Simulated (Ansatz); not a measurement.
Start from `[F][Ti]([F])([F])[Br]` and change one atom or group to get `[NH2][Ti]([F])([F])[F]`.

Ansatz, PBE0-D4/def2-TZVP geometries, multiplicity 1. Each molecule was computed in one conformer, which needn't be the lowest.

Scalar relativity is left out up to krypton.

```csv
property,`[F][Ti]([F])([F])[Br]`
"ideal-gas entropy at 298 K and 1 bar (rigid rotor, harmonic PBE0-D4/def2-TZVP) / J/(mol·K)",341
size of the dipole moment (B3LYP/def2-TZVPP) / D,0.38
zero-point energy (PBE0-D4/def2-TZVP) / kJ/mol,21.7
HOMO–LUMO gap (PBE/def2-TZVPP) / eV,3.89
HOMO–LUMO gap (B3LYP/def2-TZVPP) / eV,5.54
HOMO energy (PBE/def2-TZVPP) / eV,-8.11
```

Question: What does the change do to each property? (Best estimate.)

Answer: The calculation gave: 
```csv
property,`[NH2][Ti]([F])([F])[F]`,shift
"ideal-gas entropy at 298 K and 1 bar (rigid rotor, harmonic PBE0-D4/def2-TZVP) / J/(mol·K)",358,17
size of the dipole moment (B3LYP/def2-TZVPP) / D,2.87,2.49
zero-point energy (PBE0-D4/def2-TZVP) / kJ/mol,82.6,60.9
HOMO–LUMO gap (PBE/def2-TZVPP) / eV,3.60,-0.29
HOMO–LUMO gap (B3LYP/def2-TZVPP) / eV,5.55,0.01
HOMO energy (PBE/def2-TZVPP) / eV,-7.08,1.03
```

The zero-point energy changes by 60.9 kJ/mol with +6 modes. Dipoles are sizes alone; their direction can turn. Modes under 60 cm⁻¹, often nearly free rotors, make the harmonic entropy too high.

B3LYP here is the variant with VWN-RPA as its local correlation; programs differ in this.

Spin–orbit coupling is left out; it splits and shifts lone-pair levels of the heavy atoms by tenths of an eV.
